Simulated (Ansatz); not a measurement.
Total energies of `CN(C)c1ccc(-c2ccc(-c3ccc(C#N)s3)s2)s1` from Ansatz at PBE-D4/def2-TZVP, gas phase (1 Eh = 27.2114 eV = 2625.5 kJ/mol). The reference geometry is relaxed at r2SCAN-D4/def2-SVP.

Cartesian coordinates in Å:
```
C -1.442 4.680 1.097
N -1.423 4.447 -0.331
C -2.111 5.373 -1.204
C -1.189 3.186 -0.805
C -1.372 2.695 -2.097
C -0.975 1.347 -2.228
C -0.505 0.770 -1.057
C -0.039 -0.569 -0.839
C -0.065 -1.648 -1.724
C 0.481 -2.827 -1.186
C 0.936 -2.690 0.121
C 1.537 -3.667 0.985
C 2.015 -3.506 2.286
C 2.546 -4.686 2.839
C 2.483 -5.768 1.970
C 2.920 -7.090 2.191
N 3.280 -8.187 2.370
S 1.754 -5.310 0.450
S 0.684 -1.050 0.675
S -0.560 1.941 0.252
H -0.536 4.256 1.560
H -1.440 5.761 1.289
H -2.324 4.231 1.596
H -3.159 5.071 -1.406
H -2.115 6.368 -0.740
H -1.585 5.449 -2.168
H -1.775 3.290 -2.916
H -1.027 0.796 -3.169
H -0.481 -1.574 -2.730
H 0.542 -3.771 -1.733
H 1.977 -2.550 2.812
H 2.968 -4.767 3.842
```

| state | geometry | energy (Eh) |
| --- | --- | --- |
| charge 0 singlet | reference | -1881.84124 |
| charge 1 doublet | reference | -1881.61044 |
| charge -1 doublet | reference | -1881.88098 |
| free C atom (triplet) | – | -37.79597 |
| free N atom (quartet) | – | -54.53214 |
| free S atom (triplet) | – | -397.93833 |
| free H atom (doublet) | – | -0.49962 |

Single mean-field runs in def2-TZVP are fitted with def2-universal-jkfit.

Question: Work out the vertical ionisation energy to the doublet.

Answer: E(charge 1 doublet) − E(charge 0 singlet) = -1881.61044 − (-1881.84124) = 0.23080 Eh = 6.28 eV. For comparison, −ε of the highest occupied level is 4.48 eV at this level, 1.80 eV less.

Question: Work out the vertical electron affinity, to the doublet.

Answer: E(charge 0 singlet) − E(charge -1 doublet) = -1881.84124 − (-1881.88098) = 0.03974 Eh = 1.08 eV. The basis lacks diffuse functions, which makes affinities too small.

Question: Give the fundamental gap IE − EA, the Mulliken electronegativity (IE + EA)/2 and the hardness (IE − EA)/2.

Answer: From the values in Eh: IE − EA = 0.23080 − 0.03974 = 0.19106 Eh = 5.20 eV; (IE + EA)/2 = 3.68 eV; (IE − EA)/2 = 2.60 eV. The HOMO–LUMO gap of the same run is 1.70 eV, 3.50 eV smaller than the fundamental gap.

Question: What is the binding energy per atom against free atoms?

Answer: Atoms: 15 × (-37.79597) + 2 × (-54.53214) + 3 × (-397.93833) + 12 × (-0.49962) = -1875.81426 Eh. Binding: -1875.81426 − (-1881.84124) = 6.02698 Eh = 164.00 eV, or 5.13 eV for each of 32 atoms (no zero-point energy, no counterpoise term).

At PBE-D4/def2-TZVP the highest occupied level of the charge -1 doublet lies above zero (up to 0.70 eV). By energy differences its removal costs 1.08 eV (vertical, to the charge 0 singlet, at PBE-D4/def2-TZVP); self-interaction error and the lack of diffuse functions both raise the level.
